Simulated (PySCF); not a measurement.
## How methods differ on the interval between two levels of In⁺

In⁺ [Kr] 4d10 5s2 → In⁺ [Kr] 4d10 5s1 5d1 [3D3, M_J = 3], as a difference of total energies. Calculation: PySCF 2.14, in x2c-TZVPall-2c with one added diffuse shell each of s, p, d, f type (9s10p6d3f, 90 functions); the two-component X2C-1e Hamiltonian. Correlated levels: [Ar] 3d10 frozen; the 6 highest virtual spinors dropped. "Screened" scales the spin-orbit matrix elements by Boettger's factors to mimic the two-electron term; Breit and QED terms are absent.

| method | interval between two levels (cm⁻¹) |
| --- | --- |
| GHF (spin-free) | 90192 |
| GMP2 (spin-free) | 102510 |
| GHF (screened spin-orbit) | 90287 |
| GMP2 (screened spin-orbit) | 102630 |

The spin-free rows relax to the high-spin LS determinant and lack the spin-orbit shift.

Errors of the correlated levels include the incompleteness of this basis and the frozen core.

The labels give the starting determinants; with spin-orbit coupling the two ends relaxed to ⟨J²⟩ = 0.00, ⟨L²⟩ = 0.02, ⟨S²⟩ = 0.02 and ⟨J²⟩ = 12.00, ⟨L²⟩ = 6.02, ⟨S²⟩ = 2.02.

For comparison: 102310 cm⁻¹ (measured; NIST Handbook of Basic Atomic Spectroscopic Data (Sansonetti and Martin, J. Phys. Chem. Ref. Data 34, 1559 (2005))).
